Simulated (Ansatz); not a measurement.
`C[Si@H]1B[C@@H]1Br` → `B[C@H]1[SiH2][C@@H]1Br`  (isomerisation)

Computed with Ansatz on PBE0-D4/def2-TZVP structures; ΔE is electronic, products minus reactants. CCSD(T)/CBS is the MP2 limit (def2-TZVPP, def2-QZVPP) plus CCSD(T) − MP2 in def2-TZVPP, frozen cores. DFT in def2-TZVPP. For Br outer-core shells are correlated without core-valence functions, which leaves a few kJ/mol of doubt a bond. Scalar relativity is left out up to krypton.

Question: Is it downhill or uphill in electronic energy at CCSD(T)/CBS, and by how much? (Best estimate.)

Answer: The calculation gave: Downhill: ΔE = -20.8 kJ/mol.

Question: What do these levels give: r2SCAN-D4, PBE0-D4, ωB97M-V, r2SCAN, HF/def2-TZVPP, MP2/def2-TZVPP, CCSD/def2-TZVPP, CCSD(T)/def2-TZVPP, HF/def2-QZVPP, SCS-MP2/def2-QZVPP, MP2/CBS(def2), CCSD/CBS(def2)? (Estimate.)

Answer: Computed: r2SCAN-D4 -13.0, PBE0-D4 -16.4, ωB97M-V -22.7, r2SCAN -12.7, HF/def2-TZVPP -29.1, MP2/def2-TZVPP -27.2, CCSD/def2-TZVPP -23.7, CCSD(T)/def2-TZVPP -21.5, HF/def2-QZVPP -29.8, SCS-MP2/def2-QZVPP -27.2, MP2/CBS(def2) -26.5, CCSD/CBS(def2) -23.0 kJ/mol.

Largest T1 diagnostic among the species: 0.012.

From PBE to PBE0 (25 % exact exchange), in def2-TZVPP and without D4, ΔE moves by −8.7 kJ/mol. The D4 term adds −4.0 kJ/mol with B3LYP and −1.8 kJ/mol with PBE0; it sums over pairs of atoms, weighted by their polarisabilities, and B3LYP, whose exchange is more repulsive, gets the larger term.

B3LYP here is the variant with VWN-RPA as its local correlation; programs differ in this.
